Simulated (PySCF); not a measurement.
Isomers of C9H7N, mass 129.058 u with the commonest isotopes. Method: PySCF 2.14.0, PBE0-D3(BJ)/def2-SVP geometry optimisation, gas phase. One conformer each, none proved a minimum here; rigid rotors.

Task: Order these by rotational constant C, smallest first.
A. `[N:1]#[C:2]/[CH:3]=[CH:4]\[c:5]1[cH:6][cH:7][cH:8][cH:9][cH:10]1` with C3–C4–C5–C6 2°
B. `[CH2:1]=[CH:2][c:3]1[cH:4][cH:5][c:6]([C:7]#[N:8])[cH:9][cH:10]1` with C1–C2–C3–C4 175° (4-cyanostyrene)
C. `C1=CC=C2C=CC=C2N=C1`

Result: B (621.5 MHz), A (681.3 MHz), C (896.3 MHz).

Task: Order these by dipole moment, largest first.
A. `[H]/[N:9]=[CH:8]\[c:7]1[cH:6][cH:5][cH:4][c:3]([C:2]#[CH:1])[cH:10]1` with C6–C7–C8–N9 180°
B. `[CH2:1]=[CH:2][c:3]1[cH:4][cH:5][c:6]([C:7]#[N:8])[cH:9][cH:10]1` with C1–C2–C3–C4 175° (4-cyanostyrene)
C. `c1ccc2cccc-2nc1`
D. `c1cnccc2-c1ccc2`
E. `[N:1]#[C:2]/[CH:3]=[CH:4]\[c:5]1[cH:6][cH:7][cH:8][cH:9][cH:10]1` with C3–C4–C5–C6 2°

Result: B (4.77 D), E (4.06 D), A (2.59 D), C (2.23 D), D (1.51 D).

Task: Order these by rotational constant B, smallest first.
A. `[H]/[N:9]=[CH:8]\[c:7]1[cH:6][cH:5][cH:4][c:3]([C:2]#[CH:1])[cH:10]1` with C6–C7–C8–N9 180°
B. `C1=CC=C2C=CC=C2N=C1`
C. `[CH2:1]=[CH:2][c:3]1[cH:4][cH:5][c:6]([C:7]#[N:8])[cH:9][cH:10]1` with C1–C2–C3–C4 175°
D. `[N:1]#[C:2]/[CH:3]=[CH:4]\[c:5]1[cH:6][cH:7][cH:8][cH:9][cH:10]1` with C3–C4–C5–C6 2° (phenylvinylnitrile)
E. `C1=CC2=CC=NC=CC2=C1`

Result: C (709.7 MHz), D (869.7 MHz), A (975.0 MHz), E (1251 MHz), B (1305 MHz).

| SMILES | point group | Ia (u·Å²) | Ib (u·Å²) | Ic (u·Å²) | κ | μa (D) | μb (D) | μc (D) |
| --- | --- | --- | --- | --- | --- | --- | --- | --- |
| N#C/C=C\c1ccccc1 | – | 160.78 | 581.09 | 741.81 | -0.85 | 2.96 | 2.78 | 0.04 |
| [H]/N=C\c1cccc(C#C)c1 | Cs | 221.34 | 518.36 | 739.70 | -0.64 | 1.98 | 1.67 | 0.00 |
| c1ccc2cccc-2nc1 | Cs | 176.68 | 387.19 | 563.87 | -0.58 | 0.96 | 2.01 | 0.00 |
| c1cc2ccnccc-2c1 | C2v | 169.99 | 404.01 | 574.00 | -0.65 | 1.51 | 0.00 | 0.00 |
| C=Cc1ccc(C#N)cc1 | near Cs | 101.20 | 712.15 | 813.17 | -0.96 | 4.76 | 0.32 | 0.02 |
